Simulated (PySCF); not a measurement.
What settings do to a single point of [Eu(H2O)2]3+

The sound run of [Eu(H2O)2]3+ (singlet in the valence; each metal's 4f electrons, 6 of them, lie in its core potential, out of spins and levels) uses PySCF 2.14.0, RKS PBE0, Eu lcecp-1-SVP with ECP52, O def2-SVP, H def2-SVP; non-relativistic Hamiltonian with scalar-relativistic core potentials where named; density fitting; no spin-orbit coupling, grid (50, 194), threshold 1e-8 Eh and 55 cycles, at the relaxed geometry:

```xyz
7

Eu   -0.1894    1.0834    0.0071
O     0.0754   -0.1750    1.8564
H     0.5236    0.0739    2.7081
H    -0.2469   -1.0957    2.0435
O    -0.0349   -0.1671   -1.8588
H     0.2985   -1.0959   -1.9672
H    -0.2767    0.0878   -2.7890
```

There Eu1 has a Mulliken charge of 2.24 e and the dipole about the centre of mass is 2.95 D. Each run below changes one thing and starts from free metal ions and neutral atoms unless it says otherwise; with 55 cycles, smearing, a level shift and second-order steps follow where DIIS fails, and their cycles count. Energy shifts count from the sound run. On f atoms grids over 110 angular points are at least (60, 302).

```
         change    outcome  cycles  energy shift (eV)  largest force component (eV/Å)  charge on Eu1 (e)  dipole about the centre of mass (D)
threshold 1e-06  converged       8             0.0000                            0.02               2.24                                 2.95
```

Task: One further run converged with energy shift (eV) -2.10, largest force component (eV/Å) 2.79, charge on Eu1 (e) 2.19, dipole about the centre of mass (D) 3.04. Which change was it?
A. grid (10, 14)
B. all coordinates × 1.05
C. start from the bare core Hamiltonian, limit 94 cycles

Result: A.

Task: And the other changes listed?

Result: 
| change | outcome | cycles | energy shift (eV) | largest force component (eV/Å) | charge on Eu1 (e) | dipole about the centre of mass (D) |
| --- | --- | --- | --- | --- | --- | --- |
| all coordinates × 1.05 | converged | 11 | 0.35 | 1.85 | 2.28 | 2.92 |
| start from the bare core Hamiltonian, limit 94 cycles | converged | 12 | 0.0000 | 0.02 | 2.24 | 2.95 |

Unsound on purpose, so not properties of the compound: grid (10, 14).

Forces carry noise of the integration grid, about 0.01 to 0.03 eV/Å.

An lcecp potential fixes the number of 4f electrons, so in runs with it no electron can move into or out of that shell.
